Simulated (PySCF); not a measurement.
## How methods differ on the ionisation energy of N²⁺

N²⁺ [He] 2s2 2p1 (2P) → N³⁺ [He] 2s2 (1S), as a difference of total energies. All numbers are calculated (PySCF 2.14, the non-relativistic Hamiltonian (point nucleus), in cc-pV5Z (6s5p4d3f2g1h, 91 functions)). Correlated levels: valence: 1s2 frozen. The calculations carry no spin-orbit coupling.

```tsv
method	ionisation energy (eV)	plus first-order spin-orbit estimate	difference from reference of that sum (eV)
UHF	47.302	47.317	-0.128
LDA	47.872	47.886	+0.441
PBE	48.029	48.043	+0.598
PBE0	48.011	48.026	+0.581
r2SCAN	48.229	48.244	+0.799
CAM-B3LYP	48.234	48.249	+0.804
MN15	47.660	47.675	+0.230
PBEsol	47.764	47.778	+0.333
M06	47.828	47.842	+0.397
MP2 (valence)	47.550	47.564	+0.119
SCS-MP2 (valence)	47.501	47.516	+0.071
```

Reference: 47.445 eV (semi-empirical (NIST evaluation); NIST Atomic Spectra Database, ionization energies).

A first-order spin-orbit estimate (lowest level to lowest level, LS coupling) adds 0.015 eV.

Errors of the correlated levels include the incompleteness of this basis and the frozen core.
